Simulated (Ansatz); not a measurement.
System: sum formula BHCl, charge 0, multiplicity 2. It need not be the lowest isomer of its formula. 
Structure (B3LYP-D3(BJ)/def2-TZVP (Ansatz, a first-principles code) minimum search):
SMILES: [BH]Cl
```xyz
3

B     -1.1616     0.4363     0.0257
Cl     0.4653    -0.1115    -0.0041
H     -2.1022    -0.2864    -0.0582
```
Charge 0, spin multiplicity 2.

Basis-set convergence of Hartree-Fock and MP2 correlation energies (hartree) with Ansatz. Cores are frozen in the correlated levels unless marked. UHF or UKS for open shells. Spin-orbit coupling is left out. No relativistic terms.

```tsv
basis	functions	E(HF)	E(corr, MP2)
def2-SVPD	55	-484.57154	-0.20932
def2-TZVPPD	105	-484.75124	-0.26568
def2-QZVPPD	175	-484.76474	-0.28918
```

Extrapolating the two largest sets (X = 3 and 4) as X^-3: E(corr) = (64·(-0.28918) - 27·(-0.26568))/37 = -0.3063 Eh, an estimate of the basis-set limit. The largest set recovers 94.4 % of it, the smallest 68.3 %.
